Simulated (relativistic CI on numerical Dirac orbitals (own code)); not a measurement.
**Radial parameters of In XXXV**

Calculated at this level of theory: Dirac-Coulomb-Breit CI, separate exchange-only KLI orbitals for each configuration, model QED (radiative potential, 1s self-energy scaled to tabulated hydrogen-like ionisation energies), unscaled Slater integrals (own radial code, finite nucleus).

Slater integrals F^k, G^k are unscaled and averaged over j, outside the closed core [Ne]; ζ comes from projecting the Hamiltonian with its Breit term on Σ l·s of the shell.

- 3s²3p³: F^2(3p,3p) = 328070, ζ(3p) = 274010 cm⁻¹; <r>(3p) = 0.3016, <r^2>(3p) = 0.105 (bohr units).
- 3s3p⁴: F^2(3p,3p) = 327850, G^1(3s,3p) = 413600, ζ(3p) = 273880 cm⁻¹; <r>(3s) = 0.3111, <r^2>(3s) = 0.1102, <r>(3p) = 0.3019, <r^2>(3p) = 0.1051 (bohr units).
- 3s²3p²3d: F^2(3p,3p) = 327710, ζ(3p) = 273630, F^2(3p,3d) = 329480, G^1(3p,3d) = 346380, G^3(3p,3d) = 233230, ζ(3d) = 35505 cm⁻¹; <r>(3p) = 0.302, <r^2>(3p) = 0.1052, <r>(3d) = 0.2672, <r^2>(3d) = 0.08245 (bohr units).

Averages of the first 10 configurations, taken without configuration mixing, which lowers the lowest level and can move excited configurations by several eV; other configurations of the list can lie among them:

```
Configuration  Parity  States  Average energy above the lowest level (eV)
       3s²3p³     odd      20                                        57.1
        3s3p⁴    even      30                                       193.8
     3s²3p²3d    even     150                                       220.0
          3p⁵     odd       6                                       344.8
      3s3p³3d     odd     400                                       350.7
        3p⁴3d    even     150                                       495.6
     3s3p²3d²    even    1350                                       513.0
    3s²3p3d4p    even     360                                      1251.9
        3p⁴4s    even      30                                      1313.1
    3s3p²3d4s    even     600                                      1322.6
```
